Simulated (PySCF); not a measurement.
## Polarisability and C₆ of Sb⁺ (antimony, charge +1)

[Kr] 4d10 5s2 5p2, high-spin 3P determinant. Calculation: PySCF 2.14, in x2c-TZVPPall with one added diffuse shell each of s, p, d, f type (9s7p5d3f, 76 functions); scalar relativity by spin-free X2C-1e. Coupled (time-dependent) response in atomic units; α is the mean over directions.

| method | mean α (bohr³) | α xx, yy, zz | C₆ (like pair) | S(−4) |
| --- | --- | --- | --- | --- |
| UHF | 25.78 | 24.26, 26.54, 26.54 | 217.4 | 168.2 |
| PBE | 25.47 | 23.17, 26.62, 26.62 | 211.6 | 173.0 |
| PBE0 | 25.24 | 23.26, 26.24, 26.24 | 210.2 | 165.1 |
| wB97X-V | 25.12 | 23.37, 26.00, 26.00 | 208.9 | 162.8 |

S(−4) is the Cauchy moment in α(ω) = α(0) + S(−4) ω² + …

Spin-orbit coupling is absent.

α(iu) at UHF:

| u (hartree) | α(iu) (bohr³) |
| --- | --- |
| 0 | 25.78 |
| 0.0500 | 25.37 |
| 0.100 | 24.22 |
| 0.200 | 20.61 |
| 0.300 | 16.69 |
| 0.500 | 10.80 |
| 0.750 | 6.827 |
| 1.00 | 4.782 |
| 1.50 | 2.875 |
| 2.00 | 2.006 |
| 3.00 | 1.191 |
| 5.00 | 0.5746 |

A single London oscillator, α(iu) = α/(1 + u²/ω²), gives C₆ = (3/4) ω α². Matching the computed C₆ needs ω = 4 × 217.4 / (3 × 25.78²) = 0.436 hartree.

For an ion, C₆ is the dispersion term alone; charge-induced terms of lower order in 1/R come first.

The components differ because the open shell of this determinant is not spherical; for a pure term their mean is the scalar polarisability.
